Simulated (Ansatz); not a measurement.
Two isomers of CH6BrNOSi: A = `CN[SiH](O)Br`, B = `N[SiH](Br)CO`.

Program: Ansatz. Geometries: PBE0-D4/def2-TZVP. ΔE: electronic, gas phase. CCSD(T)/CBS is the MP2 limit (def2-TZVPP, def2-QZVPP) plus CCSD(T) − MP2 in def2-TZVPP, frozen cores. DFT in def2-TZVPP. For Br outer-core shells are correlated without core-valence functions, which leaves a few kJ/mol of doubt a bond. Scalar relativity is left out up to krypton. One conformer a species, not always the lowest.

Problem. Which is lower in electronic energy at CCSD(T)/CBS, and by how much? (Estimate.)

Solution. The calculation gave: A, by 31.0 kcal/mol.

Problem. Give E(B) − E(A) in kcal/mol with PBE-D4, ωB97M-V, B2PLYP, CCSD/def2-TZVPP, r2SCAN-D4, MP2/def2-TZVPP, HF/def2-TZVPP. (An estimate is asked.)

Solution. The calculation gave: PBE-D4 27.1, ωB97M-V 29.9, B2PLYP 31.1, CCSD/def2-TZVPP 31.5, r2SCAN-D4 29.9, MP2/def2-TZVPP 32.1, HF/def2-TZVPP 33.8. None reverses the order clearly.

Largest T1 diagnostic: 0.009.

From PBE to PBE0 (25 % exact exchange), in def2-TZVPP and without D4, E(B) − E(A) moves by +1.6 kcal/mol. In def2-TZVPP, CCSD(T) changes the Hartree–Fock value by −2.9 kcal/mol (the triples alone add −0.5 kcal/mol) and MP2 by −1.7 kcal/mol.
